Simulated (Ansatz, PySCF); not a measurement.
Gas-phase reaction R1 → P1 + P2, each structure at its B3LYP-D3(BJ)/def2-TZVP stationary point, reached from a drawn start (curvature not checked).
R1, Cl2H2Si (SMILES Cl[SiH2]Cl) (charge 0, multiplicity 1):
```xyz
5

Si    -0.00473    -0.14452     0.00576
Cl     1.71456     0.97576    -0.00165
Cl    -1.64721     1.08262    -0.08033
H     -0.05836    -0.90732     1.26141
H     -0.00426    -1.00653    -1.18518
```
P1, Cl2Si (SMILES Cl[Si]Cl) (charge 0, multiplicity 1):
```xyz
3

Si     0.000    -0.882     0.000
Cl     1.623     0.441     0.000
Cl    -1.623     0.441     0.000
```
P2: H2 (SMILES [H][H]), charge 0, multiplicity 1.

P less R. No zero-point or thermal terms.

The values were computed with Ansatz (a first-principles code); PySCF for the D3/D4 terms. No computed number here is a measurement.

Question: What reaction energy does r2SCAN-D4/def2-TZVPP give?

Answer: 1.77 eV

Question: What reaction energy does B3LYP-D4/def2-TZVPP give?

Answer: 1.56 eV

Question: What reaction energy does HF/cc-pV(D+d)Z give?

Answer: 1.91 eV
